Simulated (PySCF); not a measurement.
PySCF input file for CH5BBrN, SMILES BrB(C)N, B3LYP/pcSseg-1. Coordinates come from a B3LYP-D3(BJ)/def2-SVP optimisation. This is a generated structure with no PubChem entry under its InChIKey; it may be hypothetical. One conformer was computed; it need not be the lowest.

```python
import numpy as np
from pyscf import gto, scf, dft
from pyscf.prop.nmr import rks as nmr

mol = gto.M(
    atom='''
    B     0.08528341   -0.94999663   -0.00000000
    Br   -0.04368123    1.01113160    0.00000000
    C    -1.23782889   -1.79504232   -0.00000000
    H    -1.85199540   -1.54666835    0.88169827
    H    -1.05664007   -2.88232340    0.00000000
    H    -1.85199540   -1.54666836   -0.88169827
    N     1.36506703   -1.49490620    0.00000000
    H     1.52612633   -2.49573578    0.00000001
    H     2.20843472   -0.93362982   -0.00000000
    ''',
    basis='pcSseg-1',
    charge=0,
    spin=0,
    max_memory=1600,
    verbose=3,
)
mf = dft.RKS(mol, xc='b3lyp')
mf.grids.level = 3
mf.conv_tol = 1e-10
mf.max_cycle = 100
mf.kernel()
n = nmr.NMR(mf)
n.verbose = 2
n.max_cycle_cphf = 60
sigma = n.kernel()
print('atom   isotropic/ppm   span/ppm')
for i, s in enumerate(sigma):
    w = np.linalg.eigvalsh((s + s.T) / 2)
    print(f'{mol.atom_symbol(i):2s}{i + 1:3d} {w.mean():14.3f} {w[2] - w[0]:11.3f}')
```

Program output:

```
converged SCF energy = -2694.72902676104
atom   isotropic/ppm   span/ppm
B   1         51.444      71.362
Br  2       2432.431     827.683
C   3        171.159      30.907
H   4         30.535       9.300
H   5         31.065      10.795
H   6         30.535       9.300
N   7        148.675     141.756
H   8         27.504      13.315
H   9         27.532      13.334
```

The calculation finished and met its thresholds.

Cost: around 25 core-seconds (rough).
